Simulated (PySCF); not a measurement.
Compound: C5H7FN2O2.
Numbering: `[CH3:1][C@@H:2]([O:3][CH2:4][F:5])[c:6]1[n:7][cH:8][o:9][n:10]1`

Definitions: NICS(0) = −σiso at the ring centroid; NICS(1) = −σiso and NICS(1)zz = −σzz at ±1 Å along the ring normal z. Level: GIAO PBE0/pcSseg-1 (PySCF, non-relativistic, gas phase) on the GFN2-xTB geometry, one conformer.

Ring bond lengths (Å), with Mayer bond orders in brackets: C6–N7 1.370 (1.22), N7–C8 1.291 (1.69), C8–O9 1.327 (1.15), O9–N10 1.360 (0.98), N10–C6 1.302 (1.63).

Problem. What do the NICS probes read (ppm)?

Solution. 
| ring | type | NICS(0) | NICS(1), two faces | NICS(1)zz, two faces | rms pucker (Å) | centre to ring atoms, mean (Å) |
| --- | --- | --- | --- | --- | --- | --- |
| C6–N7–C8–O9–N10 | 5-membered ring with 2 N and O; formal bonds all aromatic | -11.7 | -11.1 / -11.2 | -28.3 / -28.3 | 0.00 | 1.13 |

Problem. What do they say, and how far can they be read as aromaticity?

Solution. 
- C6–N7–C8–O9–N10: mean NICS(1)zz -28.3 ppm, shielded, aromatic by this magnetic criterion (flat ring, no four-coordinate atom).

Problem. How equal are the bonds by HOMA? HOMA = 1 − mean of α(R − Ropt)² over the ring bonds, with Krygowski's 1993 parameters (CN: Ropt 1.334 Å, α 93.52 Å⁻²; CO: Ropt 1.265 Å, α 157.38 Å⁻²; NO: Ropt 1.248 Å, α 57.21 Å⁻²).

Solution. 
- C6–N7–C8–O9–N10: HOMA 0.66; the largest term is that of O9–N10, α(R − Ropt)² = 0.72.

Problem. At the first NICS(1) probe listed for ring C6–N7–C8–O9–N10, 1 Å off the ring, how large is the induced field along the normal in 11.7 T applied along it?

Solution. NICSzz × B0 = -28.3 ppm × 11.7 T = -331 μT, against the applied field.

Problem. What are the shieldings of the ring atoms and their hydrogens in the same run (means over atoms taken as equivalent)?

Solution. 
```tsv
atoms	environment	σ isotropic (ppm)	principal values of the symmetric part, first atom (ppm)
C6	substituted aromatic carbon	10.5	-81.8, 15.7, 97.5
N7	pyridine-type nitrogen	-16.3	-184.4, -70.0, 205.6
C8	aromatic CH next to a ring nitrogen	15.6	-66.3, 18.1, 95.0
O9	ring oxygen	-79.8	-217.3, -129.3, 107.3
N10	pyridine-type nitrogen	-117.6	-322.4, -108.5, 78.0
H on C8	aromatic hydrogen	23.10	20.6, 24.0, 24.7
```

Hardware: one thread, Arm Neoverse V1, no GPU, shared host. Cost: 40 s wall. This is the whole shielding run at PBE0/pcSseg-1, SCF included.

Shape of the structure used: `[CH3:1][C@@H:2]([O:3][CH2:4][F:5])[c:6]1[n:7][cH:8][o:9][n:10]1`: C1–C2–O3–C4 -169°, C2–O3–C4–F5 65°, C1–C2–C6–N7 53°.
